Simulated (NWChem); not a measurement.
System: ReO$_{4}$ anion; SMILES [O]=[Re-](=[O])(=[O])=[O]

Results from NWChem. Sets without diffuse functions describe the anion's extra electron poorly. Coordinates come from a B3LYP/def2-SVPD optimisation. Not confirmed as a minimum by frequencies. def2 effective core potentials on Re; no spin-orbit coupling.

Taking PBE0/def2-TZVPD as the yardstick, which of these has the fewest basis functions while keeping “highest occupied level (eV)” within 0.1 eV of it: PBE0/def2-SVPD; PBE0/def2-TZVPP; PBE0/def2-TZVP; PBE0/def2-SVP?

none of them.
```csv
level,basis functions,highest occupied level (eV),relative time (rough)
PBE0/def2-SVP,88,-3.50,1
PBE0/def2-SVPD,127,-3.94,3
PBE0/def2-TZVP,164,-3.67,4
PBE0/def2-TZVPP,180,-3.66,5
PBE0/def2-TZVPD,203,-3.81,6
```

The yardstick is one finite set, not the basis-set limit.
